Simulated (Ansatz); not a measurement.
`[OH][Ti]([SH])([SH])[SH]` and `[OH][Hf]([SH])([SH])[SH]` differ in one element.

Ansatz, PBE0-D4/def2-TZVP geometries, multiplicity 1. Each molecule was computed in one conformer, which needn't be the lowest.

Elements past krypton have def2 core potentials. Scalar relativity is left out up to krypton.

```tsv
property	`[OH][Ti]([SH])([SH])[SH]`
size of the dipole moment (PBE/def2-TZVPP) / D	1.35
HOMO–LUMO gap (B3LYP/def2-TZVPP) / eV	4.40
LUMO energy (PBE/def2-TZVPP) / eV	-3.58
size of the dipole moment (ωB97M-V/def2-TZVPP) / D	1.44
HOMO–LUMO gap (PBE/def2-TZVPP) / eV	2.80
HOMO energy (B3LYP/def2-TZVPP) / eV	-7.29
```

Question: What does the change do to each property? (Estimate.)

Answer: Ansatz gave: 
```json
{"property": "size of the dipole moment (PBE/def2-TZVPP) / D", "`[OH][Hf]([SH])([SH])[SH]`": "1.83", "shift": "0.48"}
{"property": "HOMO–LUMO gap (B3LYP/def2-TZVPP) / eV", "`[OH][Hf]([SH])([SH])[SH]`": "5.59", "shift": "1.19"}
{"property": "LUMO energy (PBE/def2-TZVPP) / eV", "`[OH][Hf]([SH])([SH])[SH]`": "-2.32", "shift": "1.26"}
{"property": "size of the dipole moment (ωB97M-V/def2-TZVPP) / D", "`[OH][Hf]([SH])([SH])[SH]`": "1.94", "shift": "0.50"}
{"property": "HOMO–LUMO gap (PBE/def2-TZVPP) / eV", "`[OH][Hf]([SH])([SH])[SH]`": "4.02", "shift": "1.22"}
{"property": "HOMO energy (B3LYP/def2-TZVPP) / eV", "`[OH][Hf]([SH])([SH])[SH]`": "-7.26", "shift": "0.03"}
```

Dipoles are sizes alone; their direction can turn.

B3LYP here is the variant with VWN-RPA as its local correlation; programs differ in this.
